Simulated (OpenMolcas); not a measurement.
**Pd3+: moving or changing the point charges**

Pd3+ among 6 point charges of -1.5 e arranged as a tetragonal octahedron (D4h), 1.83 Å from the ion, with the axial distance 2.068 Å.
```
   1.8300    0.0000    0.0000  -1.50
   0.0000    1.8300    0.0000  -1.50
  -1.8300    0.0000    0.0000  -1.50
   0.0000   -1.8300    0.0000  -1.50
   0.0000    0.0000    2.0679  -1.50
   0.0000    0.0000   -2.0679  -1.50
```

```
Program             : OpenMolcas 26.06
Method              : SS-CASPT2, IPEA 0.25 Eh, imaginary shift 0.1 Eh (closed shells correlated: 4s 4p)
Basis               : ANO-RCC-VDZP [6s5p3d1f]
Scalar Hamiltonian  : DKH2, point nucleus
Active space        : 7 electrons in 5 orbitals (4d)
State averaging     : 2S+1 = 4 even, 10 roots; 2S+1 = 2 even, 40 roots
Spin-orbit coupling : state interaction with AMFI integrals over the reference wave functions
```

Runs around this geometry, states (labels of D4, the rotations of D4h). Energies in cm-1 above the lowest state or level, χT in cm3 K/mol.

```json
{"R (Å)": "1.83", "q (e)": "-1.5", "Axial / equatorial distance": "1.04", "Ground state": "4A2", "First state of that spin": "4E 710", "First gap with spin-orbit (degeneracies)": "770 (2, 2)", "χT at 300 K": "3.416", "First state of another spin": "2A1 9130"}
{"R (Å)": "1.83", "q (e)": "-0.75", "Axial / equatorial distance": "1.13", "Ground state": "4A2", "First state of that spin": "4E 940", "First gap with spin-orbit (degeneracies)": "590 (2, 2)", "χT at 300 K": "3.978", "First state of another spin": "2A1 13750"}
{"R (Å)": "1.83", "q (e)": "-1.5", "Axial / equatorial distance": "1.13", "Ground state": "4A2", "First state of that spin": "4E 1810", "First gap with spin-orbit (degeneracies)": "700 (2, 2)", "χT at 300 K": "3.417", "First state of another spin": "2A1 10080"}
{"R (Å)": "2.03", "q (e)": "-1.5", "Axial / equatorial distance": "1.13", "Ground state": "4A2", "First state of that spin": "4E 1170", "First gap with spin-orbit (degeneracies)": "640 (2, 2)", "χT at 300 K": "3.836", "First state of another spin": "2A1 12910"}
```

Taking the first state of the same spin as R^-n, n = -ln(1170 / 1810) / ln(2.03 / 1.83) = 4.2 between the shortest and longest distance.

Scaling the charges by -0.75 / -1.5 = 0.50 scales the first state of the same spin by 940 / 1810 = 0.52; with fixed orbitals a first-order splitting would follow the charge.

Over all roots computed the reference weight is 0.86 to 0.94 in R = 1.83 in q = -1.5 in ratio = 1.04; the roots of lowest weight are the least certain, and an intruder state may touch them. This shell can be high or low spin here, a state of another spin lies low, and with metal d orbitals alone active their balance is uncertain, so the ground spin may be wrong. Point charges give a weaker field than real ligands, and real ions of this kind are as a rule low spin; the high spin found here belongs to the model. Free-ion shares, where given, are those of the reference states; single-state CASPT2 does not remix them. Spin-orbit coupling mixes the spin-free states strongly: the lowest level takes only 52 % from its leading state, 4A2 (figures for R = 1.83, q = -1.5, ratio = 1.04; the like holds for R = 1.83, q = -0.75, ratio = 1.13, R = 2.03, q = -1.5, ratio = 1.13). Point charges carry no covalency, so the field is a model and not that of real ligands. No measured value stands beside these numbers.
